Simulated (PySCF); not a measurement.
# Spinor energies of Xe⁺ (xenon, charge +1)

Start: [Kr] 4d10 5s2 5p5; 5p1/2 filled at m_j = -1/2, +1/2; 5p3/2 filled at m_j = -1/2, +1/2, +3/2. Calculated with PySCF 2.14 in x2c-TZVPall-2c with one added diffuse shell each of s, p, d, f type (9s10p6d3f, 90 functions): generalised Hartree-Fock with the X2C-1e Hamiltonian and a Gaussian nucleus; one run each with spin-orbit coupling (SO) switched off, then screened by Boettger's factors. This is a chosen level, not necessarily the ground level.

| spinor shell | electrons | ε, spin-free (eV) | ε, screened SO (eV) | weight of nominal j (screened SO) | rms radius, screened SO (bohr) |
| --- | --- | --- | --- | --- | --- |
| 1s1/2 | 2 | -34737.8 | -34733.6 | 1.000 | 0.0305 |
| 2s1/2 | 2 | -5516.8 | -5515.5 | 1.000 | 0.124 |
| 2p1/2 | 2 | -4944.3 | -5170.2 | 1.000 | 0.107 |
| 2p3/2 | 4 | -4944.3 | -4842.7 | 1.000 | 0.112 |
| 3s1/2 | 2 | -1180.1 | -1179.7 | 1.000 | 0.326 |
| 3p1/2 | 2 | -990.82 | -1034.9 | 1.000 | 0.318 |
| 3p3/2 | 4 | -990.82 | -970.73 | 1.000 | 0.330 |
| 3d3/2 | 4 | -710.47 | -718.15 | 1.000 | 0.302 |
| 3d5/2 | 6 | -710.47 | -704.85 | 1.000 | 0.305 |
| 4s1/2 | 2 | -239.45 | -239.24 | 1.000 | 0.762 |
| 4p1/2 | 2 | -176.86 | -185.68 | 1.000 | 0.797 |
| 4p3/2 | 4 | -176.86 | -172.67 | 1.000 | 0.825 |
| 4d3/2 | 4 | -82.678 | -83.834 | 0.998 | 0.938 |
| 5s1/2 | 2 | -36.363 | -36.298 | 1.000 | 1.98 |
| 5p1/2 | 2 | -21.493 | -22.518 | 0.928 | 2.30 |
| 5p3/2 | 3 | -21.493 | -20.946 | 0.952 | 2.39 |

Where does 4d5/2 lie, and what is the 4d spin-orbit splitting (screened SO)?

At -81.649 eV, 2.185 eV above 4d3/2.

```csv
quantity,spin-free,screened SO
E (hartree),-7441.91173,-7444.33826
M_J,3/2,3/2
⟨J²⟩,3.762,3.762
⟨L²⟩,2.009,2.038
⟨S²⟩,0.753,0.781
```

Each row is a mean over spinors that exchange with the open shell spreads, by up to 2.677 eV (5s1/2).

Breit and QED terms are absent; they matter most for the inner s and p1/2 levels.

Densities and radii are taken from the X2C orbitals without a picture-change correction, which distorts them close to the nucleus.

Without spin-orbit coupling the j labels of p, d and f shells carry no meaning; the spin-free column gives the mean over the occupied spinors of each nl shell.
